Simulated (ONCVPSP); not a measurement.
## Before and after: ONCV potential for Ho

Ho (Z = 67), optimised norm-conserving Vanderbilt (ONCV), made with ONCVPSP 4.0.1 (PBE, scalar-relativistic). Core [Kr] 4d10 4f10, reference 5s2 5p6 5d1 6s2. Waves: 5s+6s: rc 1.85 bohr, ncon 4, nbas 7, qcut 8 1/bohr, 2 projectors; 5p: rc 1.55 bohr, ncon 4, nbas 7, qcut 5.3 1/bohr, 1 projector; 5d: rc 2.10 bohr, ncon 5, nbas 10, qcut 5.2 1/bohr, 2 projectors, debl 0.6 Ha. Local part: polynomial inside 1.35 bohr (lpopt 5, dvloc0 0 Ha). Core correction: none.

Change: p: qcut 7.7.

Cutoffs: the cutoffs (Ha) at which the residual kinetic energy of the hardest occupied pseudo-wave falls to 1 and 0.1 mHa per electron; they do not see the model core or the augmentation charge, which bear on the density cutoff. Errors are all-electron minus pseudo energies relative to the spin-unpolarised reference configuration.

Question: How do hardness, ghosts and transferability respond?

Answer: The potential gets softer (46 Ha and 61 Ha → 23 Ha and 27 Ha); the errors of the 3 common tests hardly move; neither file shows a bound ghost.

```tsv
quantity	base	changed
cutoff, loose	46 Ha	23 Ha
cutoff, tight	61 Ha	27 Ha
loose cutoff by channel	s 19 Ha, p 46 Ha, d 9.3 Ha	s 19 Ha, p 23 Ha, d 9.3 Ha
bound ghosts	none	none
GHOST(+) flags under 300 eV	s at 135.8 eV	s at 135.8 eV
tests counted as reliable (solved cleanly; for ONCVPSP, near-neutral configurations with less than one 5d electron left out)	3 of 4	3 of 4
error for 5s2 5p6 5d1 6s1, meV [ΔE 6.94 eV]	+1.6	+1.7
error for 5s2 5p6 5d1 6s0, meV [ΔE 19.54 eV]	+23	+23
error for 5s2 5p6 5d2 6s0, meV [ΔE 8.63 eV]	+10	+11
s: phases at 1.88 bohr within 0.05 rad from the reference energy up to (Ha; the scan ends near 5)	4.9	4.9
p: phases at 1.57 bohr within 0.05 rad from the reference energy up to (Ha; the scan ends near 5)	1.5	2.1
d: phases at 2.13 bohr within 0.05 rad from the reference energy up to (Ha; the scan ends near 5)	3.1	3.1
```
